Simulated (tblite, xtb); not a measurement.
MoO₃, charge +1, doublet, at a GFN2-xTB geometry (such geometries of metal compounds can be far from the true shape) (the multiplicity is a formal guess). Base run: xtb 6.7.1 with GFN1-xTB.

Geometry (Å):
```xyz
4

Mo     0.0000     0.0000     0.0000
O     -1.1356    -1.1995    -0.0996
O     -0.1012     1.3197    -0.9932
O      1.2367    -0.1202     1.0928
```
Charge +1, spin multiplicity 2.
All else is at xtb's defaults.
Base energy -15.58909 Eh.

Programs used: tblite, xtb; a row that names a program was run with it.

Variants of this job, named by their change:

| change | ΔE vs base (kcal/mol) | G_solv (kcal/mol) | SCF cycles |
|---|---|---|---|
| base | 0.000 | - | 10 |
| program = tblite; method = gfn1 | 0.000 | - | - |
| alpb = toluene | -42.11 | -42.26 | 10 |
| etemp = 3000 | -9.40 | - | 10 |
| acc = 0.0001 | 0.000 | - | 13 |
| alpb = methanol | -45.25 | -45.30 | 11 |
| etemp = 1000 | -1.70 | - | 10 |
| etemp = 5000 | -20.05 | - | 10 |
| acc = 30 | 0.000 | - | 8 |

ALPB and GBSA are two models with their own fitted parameters for each solvent, which aren't always the measured dielectric constant.
